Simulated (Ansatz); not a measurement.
Breaking the Sn1–H2 bond in H2Sn (SMILES [SnH2]) (multiplicity 1 held, fragments rigid). Energies count from the point at 1.780 Å.
Geometry at that point (charge 0, multiplicity 1):
```csv
atom,x (Å),y (Å),z (Å)
Sn,0.0066,-0.0006,0.0477
H,-0.1750,-1.2509,-1.2068
H,-0.1544,1.2789,-1.1799
```

U- levels take the lowest unrestricted solution at each point, which mixes spins at long bonds.

Codes used: Ansatz (a first-principles code).  In def2 rows elements past Kr take small-core potentials, without spin–orbit coupling.

Question: Estimate the energy at R = 5.697 Å that U-wB97X-V/def2-TZVPP returns for this input.

Answer: 2.92 eV

Question: What energy at R = 5.697 Å does U-HF/def2-TZVPP give?

Answer: 1.97 eV

Doubts at one or more of the structures used: a spin-contaminated determinant (U-HF/def2-TZVPP, U-wB97X-V/def2-TZVPP).
